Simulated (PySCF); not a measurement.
C7H7Br.
Atom-mapped SMILES: `[CH3:1][CH2:2][C:3]#[C:4][C:5]#[C:6][CH2:7][Br:8]` (hydrogens: H9, H10, H11 on C1; H12, H13 on C2; H14, H15 on C7)

Method used: B3LYP/6-31G* geometry optimisation, gas phase (PySCF 2.14.0).

Q: List the bond lengths and angles at this level.

A: 
| bond | length (pm) | order |
| --- | --- | --- |
| C1–C2 | 154.2 | single |
| C2–C3 | 146.0 | single |
| C3≡C4 | 121.7 | triple |
| C4–C5 | 136.4 | single |
| C5≡C6 | 121.7 | triple |
| C6–C7 | 143.6 | single |
| C7–Br8 | 201.6 | single |
| C1–H9, C1–H10, C1–H11 | 109.5 | single |
| C2–H12, C2–H13 | 109.9 | single |
| C7–H14, C7–H15 | 109.1 | single |

Bonds in one row agree within 1 pm and their mean is given. Orders are formal, as drawn. A selection of angles:
| angle | degrees |
| --- | --- |
| C2–C1–H9 | 110.0 |
| C2–C1–H10 | 110.9 |
| H9–C1–H10 | 108.4 |
| C1–C2–C3 | 113.3 |
| C1–C2–H12 | 109.6 |
| C3–C2–H12 | 108.9 |
| H12–C2–H13 | 106.0 |
| C2–C3–C4 | 179.0 |
| C3–C4–C5 | 179.7 |
| C4–C5–C6 | 179.8 |
| C5–C6–C7 | 179.2 |
| C6–C7–Br8 | 112.5 |
| C6–C7–H14 | 112.7 |
| Br8–C7–H14 | 104.3 |
| H14–C7–H15 | 109.7 |

The C–C distances run from 1.217 Å (C3≡C4, drawn triple) to 1.542 Å (C1–C2, drawn single), a spread of 0.325 Å.

Point group: C1 (no symmetry element, even within 0.4 Å). Whether it is a minimum is left open (no frequencies).
